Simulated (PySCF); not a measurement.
Ne²⁺: ionisation energy

Ne²⁺ [He] 2s2 2p4 (3P) → Ne³⁺ [He] 2s2 2p3 (4S), as a difference of total energies. All numbers are calculated (PySCF 2.14, no relativity, point nucleus, in def2-SVP). Correlated levels: valence: 1s2 frozen. The calculations carry no spin-orbit coupling.

```tsv
method	ionisation energy (eV)	error (eV)
UHF	61.863	-1.560
r2SCAN	63.713	+0.290
TPSS	64.117	+0.694
MP2 (valence)	62.563	-0.860
SCS-MP2 (valence)	62.550	-0.873
CCSD (valence)	62.562	-0.861
CCSD(T) (valence)	62.573	-0.850
```

Reference: 63.423 eV (measured; NIST Atomic Spectra Database, ionization energies).

Errors of the correlated levels include the incompleteness of this basis and the frozen core.
